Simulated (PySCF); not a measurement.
boron atom (B), doublet; PySCF with TPSS/def2-SVP.

Here is a job for PySCF.
```python
from pyscf import gto, scf, dft

mol = gto.Mole()
mol.atom = '''
    B     0.000000    0.000000    0.000000
'''
mol.basis = 'def2-svp'
mol.charge = 0
mol.spin = 1
mol.verbose = 5
mol.build()

mf = dft.UKS(mol)
mf.xc = 'tpss'
mf.grids.prune = None
mf.kernel()
```

The log (banner, timings and long lists left out):

```
PySCF version 2.14.0

[INPUT] verbose = 5
[INPUT] max_memory = 4000
[INPUT] num. atoms = 1
[INPUT] num. electrons = 5
[INPUT] charge = 0
[INPUT] spin (= nelec alpha-beta = 2S) = 1
[INPUT] symmetry False subgroup None
[INPUT] Mole.unit = angstrom
[INPUT] Symbol           X                Y                Z      unit          X                Y                Z       unit  Magmom
[INPUT]  1 B      0.000000000000   0.000000000000   0.000000000000 AA    0.000000000000   0.000000000000   0.000000000000 Bohr   0.0
[INPUT] ---------------- BASIS SET ----------------
[INPUT] l, kappa, [nprim/nctr], expnt,             c_1 c_2 ...
[INPUT] B
[INPUT] 0    0    [5    /1   ]  839.31830086      -0.0055929201074
                                126.26464843      -0.041565520771
                                28.620600763      -0.18299816983
                                7.879372271       -0.46540391866
                                2.4088857172      -0.44173884791
[INPUT] 0    0    [1    /1   ]  0.25105109036        1
[INPUT] 0    0    [1    /1   ]  0.083648866069       1
[INPUT] 1    0    [3    /1   ]  6.0332223619      -0.035603672456
                                1.2499157866      -0.19895775769
                                0.3387167635      -0.50850202618
[INPUT] 1    0    [1    /1   ]  0.096415632351       1
[INPUT] 2    0    [1    /1   ]  0.5                  1

nuclear repulsion = 0
number of shells = 6
number of NR pGTOs = 24
number of NR cGTOs = 14
basis = def2-svp
ecp = {}

******** <class 'pyscf.dft.uks.UKS'> ********
method = UKS
initial guess = minao
damping factor = 0
level_shift factor = 0
DIIS = <class 'pyscf.scf.diis.CDIIS'>
diis_start_cycle = 1
diis_space = 8
diis_damp = 0
SCF conv_tol = 1e-09
SCF conv_tol_grad = None
SCF max_cycles = 50
direct_scf = True
direct_scf_tol = 1e-13
number electrons alpha = 3  beta = 2
XC library pyscf.dft.libxc version 7.1.2
    S. Lehtola, C. Steigemann, M. J. T. Oliveira, and M. A. L. Marques,  SoftwareX 7, 1–5 (2018)
XC functionals = tpss
    J. Tao, J. P. Perdew, V. N. Staroverov, and G. E. Scuseria,  Phys. Rev. Lett. 91, 146401 (2003)
    J. P. Perdew, J. Tao, V. N. Staroverov, and G. E. Scuseria,  J. Chem. Phys. 120, 6898 (2004)
    J. Tao, J. P. Perdew, V. N. Staroverov, and G. E. Scuseria,  Phys. Rev. Lett. 91, 146401 (2003)
    J. P. Perdew, J. Tao, V. N. Staroverov, and G. E. Scuseria,  J. Chem. Phys. 120, 6898 (2004)
radial grids:
    Treutler-Ahlrichs [JCP 102, 346 (1995); DOI:10.1063/1.469408] (M4) radial grids

becke partition: Becke, JCP 88, 2547 (1988); DOI:10.1063/1.454033
pruning grids: None
grids dens level: 3
symmetrized grids: False
atomic radii adjust function: <function treutler_atomic_radii_adjust>
small_rho_cutoff = 0
Set gradient conv threshold to 3.16228e-05
atom B rad-grids = 75, ang-grids = [302, 302, 302, 302, 302, 302, 302, 302, 302, 302, 302, 302, 302, 302, 302, 302, 302, 302, 302, 302, 302, 302, 302, 302, 302, 302, 302, 302, 302, 302, 302, 302, 302, 302, 302, 302, 302, 302, 302, 302, 302, 302, 302, 302, 302, 302, 302, 302, 302, 302, 302, 302, 302, 302, 302, 302, 302, 302, 302, 302, 302, 302, 302, 302, 302, 302, 302, 302, 302, 302, 302, 302, 302, 302, 302]
tot_boxes 729, boxes in each direction [7 7 7]
Padding 6 grids
tot grids = 22656
nelec by numeric integration = [2.49878092 2.49878092]
E1 = -32.54465882370386  E2 = 7.940568158716732  Ecoul = 11.844998354916827  Exc = -3.904430196200095
init E= -24.6040906649871
cond(S) = 10.874405649879971

  alpha mo_energy =
[-6.62396794 -0.31722072 -0.09943557 -0.09943557 -0.09943557  0.21179054
  0.30984571  0.30984571  0.30984571  1.03139566  1.03139566  1.03139566
  1.03139566  1.03139566]
  beta  mo_energy =
[-6.62396794 -0.31722072 -0.09943557 -0.09943557 -0.09943557  0.21179054
  0.30984571  0.30984571  0.30984571  1.03139566  1.03139566  1.03139566
  1.03139566  1.03139566]
multiplicity <S^2> = 0.75  2S+1 = 2
nelec by numeric integration = [3. 2.]
E1 = -32.22745456941457  E2 = 7.591982040641819  Ecoul = 11.460314867468494  Exc = -3.8683328268266757
cycle= 1 E= -24.6354725287728  delta_E= -0.0314  |g|= 0.0588  |ddm|= 0.655
  alpha mo_energy =
[-6.7504497  -0.3763023  -0.17722288 -0.13827333 -0.13827332  0.17932943
  0.25855427  0.2767894   0.27678946  0.98361141  0.98361146  0.98646411
  0.98646415  0.98705802]
  beta  mo_energy =
[-6.74236903 -0.33480796 -0.12498973 -0.12498973 -0.0853301   0.19989755
  0.28961524  0.28961525  0.31121663  1.01139739  1.01139739  1.04807114
  1.04807114  1.06212704]
multiplicity <S^2> = 0.75211841  2S+1 = 2.0021173
nelec by numeric integration = [3. 2.]
E1 = -32.399519580992205  E2 = 7.759975064457166  Ecoul = 11.670956624512442  Exc = -3.9109815600552764
cycle= 2 E= -24.639544516535  delta_E= -0.00407  |g|= 0.0159  |ddm|= 0.17
  alpha mo_energy =
[-6.69132778 -0.35481452 -0.15929847 -0.11750598 -0.11750594  0.19185994
  0.27284983  0.29429029  0.29429034  1.00255972  1.00255984  1.00436174
  1.00479928  1.00479939]
  beta  mo_energy =
[-6.68139864 -0.31151413 -0.1059361  -0.10593609 -0.05965805  0.21470748
  0.30685535  0.30685535  0.33728499  1.03073529  1.03073529  1.07507897
  1.07507897  1.08868252]
multiplicity <S^2> = 0.75303962  2S+1 = 2.0030373
nelec by numeric integration = [3. 2.]
E1 = -32.347281355702606  E2 = 7.707455187902125  Ecoul = 11.606264254463385  Exc = -3.8988090665612596
cycle= 3 E= -24.6398261678005  delta_E= -0.000282  |g|= 0.00386  |ddm|= 0.064
  alpha mo_energy =
[-6.70218909 -0.35859646 -0.16365041 -0.12038117 -0.12038112  0.18974488
  0.26987172  0.29177928  0.29177933  0.99934021  0.99934035  1.0008239
  1.00207206  1.00207219]
  beta  mo_energy =
[-6.69206007 -0.31499344 -0.10957204 -0.10957203 -0.06108119  0.21334442
  0.30447     0.30447     0.33605773  1.02777713  1.02777713  1.07398088
  1.07398088  1.0872082 ]
multiplicity <S^2> = 0.75327739  2S+1 = 2.0032747
nelec by numeric integration = [3. 2.]
E1 = -32.35891109853133  E2 = 7.719064843333582  Ecoul = 11.620820524061726  Exc = -3.9017556807281433
cycle= 4 E= -24.6398462551977  delta_E= -2.01e-05  |g|= 2.84e-05  |ddm|= 0.0117
  alpha mo_energy =
[-6.70225733 -0.3586168  -0.16366063 -0.12040621 -0.12040615  0.18972166
  0.26984865  0.29174705  0.29174709  0.9993385   0.99933863  1.00081501
  1.00204599  1.00204612]
  beta  mo_energy =
[-6.69213027 -0.31503623 -0.10961784 -0.10961783 -0.06113148  0.21329869
  0.30442318  0.30442318  0.33597943  1.02767623  1.02767623  1.07387477
  1.07387478  1.08701976]
multiplicity <S^2> = 0.75327381  2S+1 = 2.0032711
nelec by numeric integration = [3. 2.]
E1 = -32.35892334080785  E2 = 7.719077084247861  Ecoul = 11.620833951906661  Exc = -3.9017568676588006
cycle= 5 E= -24.63984625656  delta_E= -1.36e-09  |g|= 1.76e-06  |ddm|= 0.000124
  alpha mo_energy =
[-6.70225734 -0.35861696 -0.16366143 -0.12040579 -0.12040573  0.18972207
  0.26984893  0.29174772  0.29174776  0.99933914  0.99933928  1.00081506
  1.00204697  1.00204711]
  beta  mo_energy =
[-6.69213139 -0.31503731 -0.1096188  -0.10961879 -0.06113221  0.21329736
  0.30442181  0.30442181  0.33597761  1.02767411  1.02767411  1.07387245
  1.07387245  1.0870198 ]
multiplicity <S^2> = 0.75327382  2S+1 = 2.0032711
nelec by numeric integration = [3. 2.]
E1 = -32.35892334193476  E2 = 7.719077085369535  Ecoul = 11.620834051098134  Exc = -3.901756965728599
cycle= 6 E= -24.6398462565652  delta_E= -5.24e-12  |g|= 1.33e-07  |ddm|= 7.63e-06
  alpha mo_energy =
[-6.7022574  -0.35861694 -0.16366144 -0.12040576 -0.1204057   0.18972209
  0.26984895  0.29174775  0.29174779  0.99933919  0.99933933  1.00081511
  1.00204704  1.00204717]
  beta  mo_energy =
[-6.69213153 -0.3150374  -0.10961889 -0.10961888 -0.06113228  0.21329724
  0.30442168  0.30442168  0.33597746  1.02767389  1.02767389  1.07387225
  1.07387225  1.08701964]
multiplicity <S^2> = 0.75327381  2S+1 = 2.0032711
nelec by numeric integration = [3. 2.]
E1 = -32.35892330385978  E2 = 7.7190770472944745  Ecoul = 11.620834006572702  Exc = -3.901756959278227
Extra cycle  E= -24.6398462565653  delta_E= -7.82e-14  |g|= 8.22e-08  |ddm|= 8.79e-07
converged SCF energy = -24.6398462565653  <S^2> = 0.75327381  2S+1 = 2.0032711
```
